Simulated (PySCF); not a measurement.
H3S2 (SMILES S[SH2+]), charge +1, singlet, geometry from GFN2-xTB; CCSD/def2-SV(P) in PySCF.

The PySCF input:
```python
from pyscf import gto, scf, cc

mol = gto.Mole()
mol.atom = '''
    S     0.89863091   -0.20318323    0.56442505
    S    -0.81776582    0.18767189   -0.54542269
    H     1.70492471   -0.24812458   -0.50411846
    H    -1.33373201    1.21504808    0.18436999
    H    -1.66503405   -0.71874195    0.01571083
'''
mol.basis = 'def2-sv(p)'
mol.charge = 1
mol.verbose = 5
mol.build()

mf = scf.RHF(mol)
mf.kernel()

mycc = cc.CCSD(mf)
mycc.iterative_damping = 0.8
mycc.kernel()
print('E(CCSD) = %.10f' % mycc.e_tot)
```

Output, abridged:

```
PySCF version 2.14.0

[INPUT] verbose = 5
[INPUT] max_memory = 4000
[INPUT] num. atoms = 5
[INPUT] num. electrons = 34
[INPUT] charge = 1
[INPUT] spin (= nelec alpha-beta = 2S) = 0
[INPUT] symmetry False subgroup None
[INPUT] Mole.unit = angstrom
[INPUT] Symbol           X                Y                Z      unit          X                Y                Z       unit  Magmom
[...]
[INPUT] ---------------- BASIS SET ----------------
[INPUT] l, kappa, [nprim/nctr], expnt,             c_1 c_2 ...
[INPUT] S
[...]
                                1381.5105503      -0.016683029937
                                313.8714758       -0.075262436116
                                88.053870623      -0.19376827038
                                27.039914905      -0.17718020803
[...]
                                4.9664522326      0.65066293018
                                2.0116242047      0.59712155354
[...]
                                61.306894736      -0.066547669241
                                19.103729887      -0.24828595903
                                6.6567720378      -0.48703847402
                                2.3959635161      -0.39337850312
[...]
[INPUT] H
[...]
                                1.9622572         0.13796524
                                0.44453796        0.47831935
[...]
nuclear repulsion = 94.0758238293522
number of shells = 22
number of NR pGTOs = 84
number of NR cGTOs = 42
basis = def2-sv(p)
ecp = {}

******** <class 'pyscf.scf.hf.RHF'> ********
method = RHF
initial guess = minao
damping factor = 0
level_shift factor = 0
DIIS = <class 'pyscf.scf.diis.CDIIS'>
diis_start_cycle = 1
diis_space = 8
diis_damp = 0
SCF conv_tol = 1e-09
SCF conv_tol_grad = None
SCF max_cycles = 50
direct_scf = True
direct_scf_tol = 1e-13
Set gradient conv threshold to 3.16228e-05
Initial guess from minao.
E1 = -1287.3756569588284  E2 = 396.709901725398  Ecoul = 447.71952061227574  Exc = -51.00961888687772
init E= -796.589931404078
cond(S) = 208.64872874333784
[...]
  mo_energy =
[-9.19634768e+01 -9.19603689e+01 -9.02270486e+00 -9.01451769e+00
 -6.69771443e+00 -6.69759559e+00 -6.69636762e+00 -6.69327070e+00
 -6.69210712e+00 -6.69009018e+00 -1.25314775e+00 -9.74025055e-01
 -5.86852682e-01 -5.47997264e-01 -5.32869498e-01 -3.70015518e-01
 -2.98076505e-01 -8.95188089e-03  9.33119809e-02  9.69345739e-02
  1.18897393e-01  4.76756112e-01  4.95769780e-01  5.22887862e-01
  5.85308354e-01  6.52496991e-01  7.19888624e-01  7.20498649e-01
[...]
  8.75789099e-01  8.92977974e-01  9.58115969e-01  1.04864745e+00
  1.07968813e+00  1.23332434e+00]
E1 = -1278.2300091311226  E2 = 387.9255184388682  Ecoul = 438.75155874615467  Exc = -50.82604030728646
cycle= 10 E= -796.228666862902  delta_E= -5.06e-11  |g|= 1.96e-06  |ddm|= 2.08e-05
[...]
  mo_energy =
[-9.22827965e+01 -9.21952927e+01 -9.31900185e+00 -9.23226191e+00
 -7.00521434e+00 -7.00483834e+00 -7.00342525e+00 -6.91951305e+00
 -6.91715068e+00 -6.91410270e+00 -1.35570968e+00 -1.16941633e+00
 -8.91904469e-01 -8.32549397e-01 -8.20721327e-01 -6.99090327e-01
 -6.26497332e-01 -1.39265062e-01 -9.04527319e-02 -7.92794772e-02
 -3.23025164e-02  2.32325960e-01  2.78487159e-01  2.86256717e-01
  3.81046264e-01  4.06702807e-01  4.65153381e-01  4.89712015e-01
  5.43141421e-01  6.14990003e-01  6.42169153e-01  6.75497046e-01
  6.91664138e-01  7.37480108e-01  7.74457313e-01  8.16165943e-01
  8.75789138e-01  8.92977999e-01  9.58115979e-01  1.04864746e+00
  1.07968796e+00  1.23332434e+00]
E1 = -1278.2300087426322  E2 = 387.92551805037465  Ecoul = 438.75155830101806  Exc = -50.826040250643416
Extra cycle  E= -796.228666862905  delta_E= -3.18e-12  |g|= 8.55e-07  |ddm|= 3.86e-06
converged SCF energy = -796.228666862905

******** <class 'pyscf.cc.ccsd.CCSD'> ********
CC2 = 0
CCSD nocc = 17, nmo = 42
max_cycle = 50
direct = 0
conv_tol = 1e-07
conv_tol_normt = 1e-05
diis_space = 6
diis_start_cycle = 0
diis_start_energy_diff = 1e+09
Init t2, MP2 energy = -796.492793542996  E_corr(MP2) -0.264126680090457
Init E_corr(CCSD) = -0.264126680090921
cycle = 1  E_corr(CCSD) = -0.284486788535984  dE = -0.0203601084  norm(t1,t2) = 0.0487089
cycle = 2  E_corr(CCSD) = -0.293689990634315  dE = -0.0092032021  norm(t1,t2) = 0.0228776
cycle = 3  E_corr(CCSD) = -0.301602945255233  dE = -0.00791295462  norm(t1,t2) = 0.0118394
cycle = 4  E_corr(CCSD) = -0.301271306451394  dE = 0.000331638804  norm(t1,t2) = 0.00210927
cycle = 5  E_corr(CCSD) = -0.30126459654061  dE = 6.70991078e-06  norm(t1,t2) = 0.00061579
cycle = 6  E_corr(CCSD) = -0.301267964765375  dE = -3.36822477e-06  norm(t1,t2) = 0.000190938
cycle = 7  E_corr(CCSD) = -0.301269624850038  dE = -1.66008466e-06  norm(t1,t2) = 6.01905e-05
cycle = 8  E_corr(CCSD) = -0.301268200679157  dE = 1.42417088e-06  norm(t1,t2) = 1.93428e-05
cycle = 9  E_corr(CCSD) = -0.301268250572645  dE = -4.98934882e-08  norm(t1,t2) = 6.66466e-06
CCSD converged
E(CCSD) = -796.529935113478  E_corr = -0.3012682505726452
E(CCSD) = -796.5299351135
```
